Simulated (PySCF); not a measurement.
Al(H)2(SMe) (CH₅AlS), SMILES [AlH2][S]C. Atoms are numbered in the order given.

```xyz
8

Al     0.2600    -1.4536     0.0000
H     -0.6584    -2.7392     0.0000
H      1.8447    -1.4690     0.0000
S     -0.7223     0.4785     0.0000
C      0.6848     1.6356     0.0000
H      0.6215     2.2631    -0.8880
H      0.6215     2.2631     0.8880
H      1.6384     1.1084     0.0000
```
Charge 0, spin multiplicity 1.

Geometry optimised at PBE0-D3(BJ)/def2-TZVP.

Calculation: B3LYP/pcJ-1 run with PySCF.

Isotropic couplings with Fermi-contact, spin-dipole and both spin-orbit terms, one fixed conformer, no vibrational averaging. Isotopes: 13C, 1H.

```csv
pair,bonds apart,J (Hz)
C5–H6,1,148.9
C5–H7,1,148.9
C5–H8,1,146.6
H2–H3,2,[?]
H6–H7,2,[?]
H6–H8,2,[?]
H7–H8,2,[?]
H2–C5,3,6.0
H3–C5,3,7.5
H2–H6,4,0.5
H2–H7,4,0.5
H2–H8,4,0.7
H3–H6,4,-0.5
H3–H7,4,-0.5
```

Problem. Complete the blanks. (Estimate from the structure and the level; the computed values follow.)

Solution. 
- H2–H3, J (Hz): 47.2
- H6–H7, J (Hz): -12.1
- H6–H8, J (Hz): -12.9
- H7–H8, J (Hz): -12.9
